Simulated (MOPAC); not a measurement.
Input file for MOPAC: PM7 on NiAs, 2S+1 = 4, a spin state set in the input, which need not be the lowest, a point of a bond scan (R = 2.364 Å).

```
PM7 1SCF PRECISE CHARGE=0 UHF MS=1.5 THREADS=1
AsNi

Ni     0.00000000 1     0.00000000 1     0.00000000 1
As     0.00000000 1     0.00000000 1     2.36441900 1
```

Output:

```
*******************************************************************************
 **                                                                           **
 **                              MOPAC v23.2.5                                **
 **                                                                           **
 *******************************************************************************
 ** MOPAC's Digital Object Identifier: https://doi.org/10.5281/zenodo.6511958 **
 **                                                                           **
 ** Please cite the open-source release paper for use of this MOPAC version:  **
 ** J. E. Moussa and J. J. P. Stewart (2026)                                  **
 ** MOPAC: An open-source semiempirical molecular orbital program             **
 ** J. Open Source Softw., 11(119), 8025, https://doi.org/10.21105/joss.08025 **
 *******************************************************************************

                              PM7 CALCULATION RESULTS

 *******************************************************************************
 *  PM7        - The PM7 Hamiltonian to be used
 *  UHF        - UNRESTRICTED HARTREE-FOCK CALCULATION
 *
 *
 *
 *                 CHARGE ON SYSTEM = 0
 *
 *
 *
 *  MS=        - IN MECI, MAGNETIC COMPONENT OF SPIN =  1.5
 *  PRECISE    - TIGHTER CRITERIA TO BE USED
 *  1SCF       - DO 1 SCF AND THEN STOP
 *  THREADS=1  - MULTI-THREADING NOT USED
 *  T=         - A TIME OF 172800.0 SECONDS REQUESTED
 *  DUMP=N     - RESTART FILE WRITTEN EVERY 7200.0 SECONDS REQUESTED
 *******************************************************************************
PM7 1SCF PRECISE CHARGE=0 UHF MS=1.5 THREADS=1
 AsNi

   ATOM   CHEMICAL          X               Y               Z
  NUMBER   SYMBOL      (ANGSTROMS)     (ANGSTROMS)     (ANGSTROMS)

     1      Ni          0.00000000  *   0.00000000  *   0.00000000  *
     2      As          0.00000000  *   0.00000000  *   2.36441900  *



          CARTESIAN COORDINATES

    NO.       ATOM           X           Y           Z

     1        Ni          0.0000      0.0000      0.0000
     2        As          0.0000      0.0000      2.3644

 General Reference for PM7:
 "Optimization of Parameters for Semiempirical Methods VI: More Modifications to the
 NDDO Approximations and Re-optimization of Parameters", J. J. P. Stewart, J. Mol. Mod., 1:32, 19 (2013)
 https://link.springer.com/article/10.1007/s00894-012-1667-x

           Empirical Formula: Ni As  =     2 atoms



      MOLECULAR POINT GROUP   :   C*v


          UHF CALCULATION, NO. OF ALPHA ELECTRONS =    9
                           NO. OF BETA  ELECTRONS =    6

 -------------------------------------------------------------------------------
 PM7 1SCF PRECISE CHARGE=0 UHF MS=1.5 THREADS=1
 AsNi



     1SCF WAS SPECIFIED, SO BFGS WAS NOT USED
     SCF FIELD WAS ACHIEVED


                              PM7 CALCULATION
                                                       MOPAC v23.2.5 Linux




          FINAL HEAT OF FORMATION =        140.39282 KCAL/MOL =     587.40354 KJ/MOL


          COSMO AREA              =         84.28 SQUARE ANGSTROMS
          COSMO VOLUME            =         67.39 CUBIC ANGSTROMS

          IONIZATION POTENTIAL    =          7.522164 EV
          ALPHA SOMO LUMO (EV)    =         -7.855 -1.212
          BETA  SOMO LUMO (EV)    =         -7.522 -0.983
          NO. OF ALPHA ELECTRONS  =          9
          NO. OF BETA  ELECTRONS  =          6
          MOLECULAR WEIGHT        =        133.6316         POINT GROUP:  C*v

          MOLECULAR DIMENSIONS (Angstroms)

            Atom       Atom       Distance
           As     2   Ni     1     2.36442
           As     2   Ni     1     0.00000
           Ni     1   As     2     0.00000


          SCF CALCULATIONS        =          1





   ATOM   CHEMICAL          X               Y               Z
  NUMBER   SYMBOL      (ANGSTROMS)     (ANGSTROMS)     (ANGSTROMS)

     1      Ni          0.00000000  *   0.00000000  *   0.00000000  *
     2      As          0.00000000  *   0.00000000  *   2.36441900  *

                             CARTESIAN COORDINATES

   1   Ni        0.000000000     0.000000000     0.000000000
   2   As        0.000000000     0.000000000     2.364419000


           Empirical Formula: Ni As  =     2 atoms



      MOLECULAR POINT GROUP   :   C*v


          ALPHA EIGENVALUES
 -15.30456 -11.29718  -9.61866  -9.61866  -8.63364  -8.15892  -8.15892  -7.85490
  -7.85490  -1.21196  -1.21196  -0.73616  -0.73616  -0.63319   2.15993  25.97013
  25.97013  26.47855


           BETA EIGENVALUES
 -13.95856  -9.43028  -7.92202  -7.92202  -7.52216  -7.52216  -0.98344  -0.00356
   0.07038   0.07038   0.18132   0.18132   0.28312   0.28312   3.23532  26.31191
  26.31191  27.78019


              NET ATOMIC CHARGES AND DIPOLE CONTRIBUTIONS

  ATOM NO.   TYPE          CHARGE      No. of ELECS.   s-Pop       p-Pop       d-Pop
    1         Ni          -0.117050       10.1170     1.06272     0.05791     8.99642
    2         As           0.117050        4.8830     1.92160     2.89969     0.06165
 DIPOLE           X         Y         Z       TOTAL
 POINT-CHG.     0.000     0.000     1.329     1.329
 HYBRID         0.000    -0.000    -2.354     2.354
 SUM            0.000    -0.000    -1.024     1.024


          ATOMIC ORBITAL ELECTRON POPULATIONS

     Atom    s        px        py        pz      x^2-y^2     xz        z^2       yz        xy
    1 Ni   1.06272   0.00621   0.00621   0.04550   2.00000   1.99990   0.99663   1.99990   2.00000
    2 As   1.92160   0.97992   0.97992   0.93986   0.00000   0.01398   0.03369   0.01398   0.00000


                    (SZ)    =    1.500000
                    (S**2)  =    3.770884


          ATOMIC ORBITAL SPIN POPULATIONS

    Atom   Total    s     px     py     pz   x^2-y^2  xz     z^2    yz     xy
         Atomic
    1 Ni  0.9421 -0.070  0.006  0.006  0.003 -0.000  0.000  0.997  0.000 -0.000
    2 As  2.0579 -0.008  0.980  0.980  0.062  0.000  0.014  0.016  0.014  0.000

 **********************
 *                    *
 * JOB ENDED NORMALLY *
 *                    *
 **********************




 == MOPAC DONE ==
```

The run finished.

Cost: very roughly 0.010 core-seconds.
